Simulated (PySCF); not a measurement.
Point-charge models of `[SiH3]N([SiH3])C1=C[SiH2]C=C[SiH2]1` against its computed dipole.

Coordinates (PBE0-D3(BJ)/def2-SVP, Å) and charges (e) from the PBE0/pcSseg-1 density (PySCF):

```csv
atom,x,y,z,Mulliken,IAO,Hirshfeld,ESP-fitted
Si1,-3.861,-2.168,0.683,+0.5727,+0.7026,+0.3446,+0.4378
N2,-3.047,-0.766,-0.027,-0.9310,-0.6988,-0.2329,-0.3673
Si3,-3.985,0.582,-0.696,+0.5643,+0.6939,+0.3420,+0.4050
C4,-1.644,-0.632,0.025,-0.0035,-0.1208,-0.0316,+0.0676
C5,-1.035,0.578,-0.068,-0.5169,-0.5047,-0.1744,-0.4558
Si6,0.783,0.962,-0.073,+0.7265,+0.7561,+0.3196,+0.5005
C7,1.787,-0.606,0.100,-0.3927,-0.3954,-0.1249,-0.2850
C8,1.239,-1.832,0.173,-0.4208,-0.3983,-0.1283,-0.3025
Si9,-0.589,-2.214,0.106,+0.6843,+0.7135,+0.3153,+0.4760
H10,-5.316,-2.000,0.419,-0.0810,-0.1065,-0.0685,-0.0793
H11,-3.381,-3.433,0.051,-0.0618,-0.1216,-0.0714,-0.1003
H12,-3.622,-2.252,2.155,-0.0610,-0.1258,-0.0768,-0.0915
H13,-4.041,1.770,0.211,-0.0763,-0.1324,-0.0781,-0.0940
H14,-3.376,1.000,-1.992,-0.0633,-0.1118,-0.0726,-0.0819
H15,-5.372,0.080,-0.899,-0.0747,-0.1101,-0.0714,-0.0780
H16,-1.677,1.472,-0.121,+0.1597,+0.1414,+0.0335,+0.1910
H17,1.115,1.900,1.048,-0.0893,-0.1258,-0.0824,-0.1189
H18,1.172,1.674,-1.334,-0.0876,-0.1263,-0.0827,-0.1178
H19,2.882,-0.521,0.146,+0.1321,+0.1518,+0.0465,+0.1576
H20,1.905,-2.702,0.274,+0.1353,+0.1514,+0.0461,+0.1611
H21,-0.890,-3.065,-1.088,-0.0495,-0.1144,-0.0761,-0.1085
H22,-0.975,-3.008,1.315,-0.0656,-0.1177,-0.0756,-0.1157
```

Problem. Form Σ q r in debye for every column and set it beside the full dipole.

Solution. The full density gives (-0.23, -0.53, 0.05) D, 0.58 D in size; dipole vectors point from the negative to the positive end.

```csv
scheme,μx,μy,μz,size (D),share of the full size (%),angle to the full dipole (°)
Mulliken,-0.38,-0.78,0.01,0.87,149,6
IAO,-1.45,-0.72,-0.08,1.62,278,41
Hirshfeld,-0.59,-0.60,0.03,0.84,145,21
ESP-fitted,-0.24,-0.52,0.06,0.57,98,2
```

Problem. Which set comes closest?

Solution. Length of the difference vector: ESP-fitted 0.02 D, Mulliken 0.29 D, Hirshfeld 0.37 D, IAO 1.24 D. Closest: ESP-fitted. ESP charges are fitted to the potential around the molecule, whose slowest-falling term is the dipole's. 

Problem. What is left for the Hirshfeld atoms' own dipoles?

Solution. The shares of the density sum to the whole, so what Σ q r misses lies in dipoles about the nuclei. The atomic dipoles sum to (-0.23, -0.53, 0.05) − (-0.59, -0.60, 0.03) = (0.36, 0.07, 0.02) D, 0.37 D in size.

Problem. With the origin at the mean of the coordinates, (-1.451, -0.690, 0.019) Å, which are the largest single terms, by size, of the IAO dipole along the direction of the full one?

Solution. Si6 -8.69, Si1 +7.95, Si9 +3.66, C5 +3.23, C7 +2.53 D; all 22 atoms together +1.21 D. The single terms depend on the origin, their sum doesn't.

Problem. Give the size of the full dipole in other units.

Solution. 0.58 D = 0.229 au = 0.121 e·Å = 1.95 × 10⁻³⁰ C·m.

Geometry: PBE0-D3(BJ)/def2-SVP; no solvent, vibrations or thermal averaging.

The values belong to the conformer `[SiH3:1][N:2]([SiH3:3])[C:4]1=[CH:5][SiH2:6][CH:7]=[CH:8][SiH2:9]1`: Si1–N2–C4–C5 -156°.
